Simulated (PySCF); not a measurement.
Sn(H)(Me)(Vi)2, SMILES C=[CH][SnH]([CH]=C)[CH3] (GFN2-xTB optimised geometry):

```
16

Sn    -1.728    -0.479     0.000
C     -2.478    -1.494     1.779
C      0.431    -0.479     0.000
C      1.181    -1.135     0.863
C     -2.508    -1.380    -1.800
C     -3.299    -0.777    -2.664
H     -2.261     1.135     0.000
H     -2.187    -2.538     1.765
H     -3.559    -1.439     1.817
H     -2.077    -1.033     2.674
H      0.906     0.097    -0.781
H      2.261    -1.111     0.815
H      0.762    -1.725     1.661
H     -2.215    -2.406    -1.977
H     -3.666    -1.278    -3.548
H     -3.619     0.243    -2.533
```

Level of theory: PySCF with CAM-B3LYP/def2-TZVP, def2 effective core potentials past Kr.

Question: What are the frontier orbital energies and the dipole moment?

Answer: HOMO-2 -9.40 eV, HOMO-1 -8.95 eV, HOMO -8.87 eV, LUMO 0.78 eV, LUMO+1 1.09 eV; dipole moment 0.56 D.

On the same geometry PBE/def2-TZVP, def2 effective core potentials past Kr (PySCF 2.14.0) gives HOMO-2 -6.85 eV, HOMO-1 -6.49 eV, HOMO -6.44 eV, LUMO -1.30 eV, LUMO+1 -1.00 eV; dipole moment 0.61 D.
